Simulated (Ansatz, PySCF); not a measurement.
C₂H₆BFO, SMILES COB(C)F. Atoms are numbered in the order given.

```xyz
11

B     -0.0561     0.0047     0.5311
F     -0.5692    -0.4344     1.6849
C      0.9344     1.2230     0.5162
H      1.8277     1.0249    -0.0985
H      1.2583     1.5047     1.5280
H      0.4434     2.1038     0.0653
O     -0.4742    -0.6663    -0.5676
C     -0.0309    -0.3327    -1.8655
H      1.0339    -0.5873    -2.0052
H     -0.6225    -0.9116    -2.5890
H     -0.1644     0.7408    -2.0838
```

Geometry optimised at r2SCAN-D4/def2-SVP. The values are those of a single conformer.

Vertical ionisation energy (IE) and electron affinity (EA) in eV. Rows of orbital energies are one-electron estimates. Where ΔSCF, EOM or ADC give a negative EA the extra electron is unbound and the value depends on the basis.

```tsv
level	IE	EA
−ε(HOMO), −ε(LUMO), B3LYP/def2-TZVP (PySCF)	8.78	-0.40
−ε(HOMO), −ε(LUMO), PBE/def2-TZVP (PySCF)	7.43	0.17
ΔSCF, PBE0/def2-SVPD (Ansatz), final states of multiplicity 2 and 2	…	…
ΔSCF, PBE/def2-SVPD (Ansatz), final states of multiplicity 2 and 2	10.85	-1.18
```

**Question.** Some entries are withheld; supply them. (Estimate from the structure and the level; the computed values follow.)

**Answer.** 
- ΔSCF, PBE0/def2-SVPD (Ansatz, a first-principles code), final states of multiplicity 2 and 2, IE: 11.34
- ΔSCF, PBE0/def2-SVPD (Ansatz), final states of multiplicity 2 and 2, EA: -1.33

**Question.** What vertical singlet–triplet gap does ΔSCF give with PBE0/def2-SVPD (Ansatz) and with PBE/def2-SVPD (Ansatz)? (Estimate from the structure and the level; the computed values follow.)

**Answer.** 7.57 and 7.06 eV (triplet above singlet where positive).
